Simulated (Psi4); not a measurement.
lithium hydride (HLi), singlet, geometry from GFN2-xTB (such geometries of metal compounds can be far from the true shape). Base run: HF/def2-SVP in Psi4 1.11.

Geometry (Å):
```xyz
2

Li     0.0000     0.0000    -0.3436
H      0.0000     0.0000     1.0307
```
All else is at Psi4's defaults (density fitting).
Base energy -7.96968 Eh.

The base run was repeated with changes; each row names its change, and settings that it needs were set with it.

| change | ΔE vs base (mEh) | SCF cycles | basis functions |
|---|---|---|---|
| base | 0.000 | 7 | 14 |
| guess = modhuckel | 0.000 | 8 | 14 |
| scf_type = mem_df | 0.000 | 7 | 14 |
| scf_initial_accelerator = ediis | 0.000 | 7 | 14 |
| guess = sadno | 0.000 | 7 | 14 |
| scf_initial_accelerator = none | 0.000 | 7 | 14 |
| basis_guess = sto-3g | 0.000 | 6 | 14 |
| ints_tolerance = 1e-8 | 0.000 | 7 | 14 |
| e_convergence = 1e-10 | 0.000 | 8 | 14 |
| damping_percentage = 20 | 0.001 | 10 | 14 |
| diis_max_vecs = 15 | 0.000 | 7 | 14 |
| guess = sapgau | 0.000 | 7 | 14 |
| puream = true | 0.000 | 7 | 14 |
